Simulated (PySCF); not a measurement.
Mapped SMILES: `[SiH3:1][O:2]/[CH:3]=[CH:4]/[c:5]1[cH:6][cH:7][n:8][cH:9][cH:10]1` (H(Xn): hydrogen on atom n).

Geometry: PBE0-D3(BJ)/def2-SVP; GIAO shifts from PySCF 2.14.0 with density-fitted response routines, gas phase, non-relativistic, averaged over equivalent atoms.

At PBE0/pcSseg-1 (222 basis functions, 56 s wall time on 1 thread of an Arm Neoverse V1, shared host):
```csv
atoms,δ (ppm)
Si1,-25.1
O2,103.0
C7/C9,156.0
C3,152.5
C5,147.0
C6/C10,122.8
C4,118.1
N8,355.1
H(C7)/H(C9),8.59
H(C3),7.50
H(C6)/H(C10),6.95
H(C4),6.02
H(Si1),5.00
```

References, each an isolated molecule treated in the same way: $^{29}$Si (σ = 351.99 ppm), $^{13}$C (σ = 184.41 ppm), $^{1}$H (σ = 31.27 ppm) vs TMS; $^{17}$O (σ = 334.56 ppm) vs H2O; NH3 for $^{15}$N (σ = 265.67 ppm).

**Question.** What do these become at KT2/pcSseg-1?

**Answer.** 
```csv
atoms,δ at KT2/pcSseg-1,change
Si1,-23.4,+1.7
O2,109.8,+6.8
C7/C9,144.2,-11.8
C3,143.5,-9.0
C5,135.0,-12.0
C6/C10,113.0,-9.8
C4,110.1,-8.0
N8,328.0,-27.1
H(C7)/H(C9),8.22,-0.37
H(C3),7.51,+0.01
H(C6)/H(C10),6.57,-0.38
H(C4),5.68,-0.34
H(Si1),5.11,+0.11
```

Shifts are taken against calculated references (same method and geometry level): $^{29}$Si (σref 361.05) and $^{13}$C (σref 183.22) and $^{1}$H (σref 31.18) vs TMS; $^{17}$O (σref 330.66) against H2O; NH3 for $^{15}$N (σref 264.30).

The largest change is at N8 (pyridine-type ring nitrogen). Cost: 222 basis functions, 68 s wall time on 1 thread of an Arm Neoverse V1, shared host. The order of the carbon signals is the same at both levels.

The carbons averaged at δ 122.8 differ by 9 ppm in this conformer. Experimental scales use liquid or dissolved standards, which lie at an offset from isolated NH3 (liquid NH3: subtract about 20 ppm) and H2O (liquid H2O: subtract about 36 ppm). Unscaled 15N shifts of sp2 nitrogen come out 20 to 40 ppm too high even then.
